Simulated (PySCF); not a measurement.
**H (hydrogen, neutral) across methods**

1s1, 2S determinant. Calculation: PySCF 2.14, in x2c-TZVPPall with one added diffuse shell each of s, p type (4s3p1d, 18 functions); scalar relativity by spin-free X2C-1e.

| method | E (hartree) | mean ε 1s α (eV) | Σ⟨r²⟩ (bohr²) | ⟨S²⟩ |
| --- | --- | --- | --- | --- |
| M06-L | -0.5034 | -7.919 | 2.932 | 0.750 |
| LDA | -0.4785 | -7.317 | 3.392 | 0.750 |
| BP86 | -0.5001 | -7.623 | 3.218 | 0.750 |
| TPSSh | -0.5000 | -8.354 | 3.116 | 0.750 |
| B3LYP | -0.5023 | -8.774 | 3.175 | 0.750 |
| UHF | -0.49983 | -13.601 | 3.007 | 0.750 |
| PBE | -0.4998 | -7.593 | 3.241 | 0.750 |
| r2SCAN | -0.5000 | -8.024 | 3.110 | 0.750 |
| PBE0 | -0.5012 | -9.128 | 3.160 | 0.750 |

For one electron the Hartree and exchange-correlation energies should cancel; what remains is the self-interaction error.
